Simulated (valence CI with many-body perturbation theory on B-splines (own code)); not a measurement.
Ce XVIII: key properties

Level of theory: configuration interaction combined with many-body perturbation theory (CI+MBPT): five valence electrons over a frozen Dirac-Fock core [Kr], radial functions for each j: 7 s, 7 p, 8 d, 6 f, 4 g, 1 h, with the one-electron correlation potential Σ1, the two-electron term Σ2, the three-electron term Σ3, Breit, model QED; selected CI, second order for the rest, scaled by the run's own slope (own B-spline code, finite nucleus).

No measured levels were compared; by estimate terms of the open shell hold to 2 to 4 % of their energy, and close levels can change places. Among the levels kept, up to 610 cm⁻¹ of a level comes from second order outside the variational space, and about a tenth of that is noise between levels of different J, which matters for small intervals. Only levels of the ground parity were solved; by the run's estimate the other parity begins above the list, which can be wrong where configurations are misplaced.

Levels are named by their leading jj configuration (3d3/2^4 stands for four electrons in 3d with j = 3/2), which in mixed levels can hold well under half, so a name can repeat and another be missing.

Rates and lifetimes use the calculated energies. Strong lines usually hold to 10 to 20 %, long lifetimes can be off by a factor of two.

Q: What is the ground level?

A: (4d3/2^3 4d5/2^2) J=5/2, composition 76 % 4d5 6S + 18 % 4d5 4P + 3 % 4d5 2D, g = 1.882.

Q: How well does LS coupling describe the low levels?

A: Among the lowest 20 levels the leading LS term, summed over configurations, holds 54 % on average. For single configurations the figures are 53 % in LS and 70 % in jj coupling. Terms mix most in the J = 5/2 level at 34988 cm⁻¹, where the leading one holds 27 %.

Q: What is the ionisation energy?

A: 472.8 eV; NIST lists 472 ± 3 eV (theoretical).
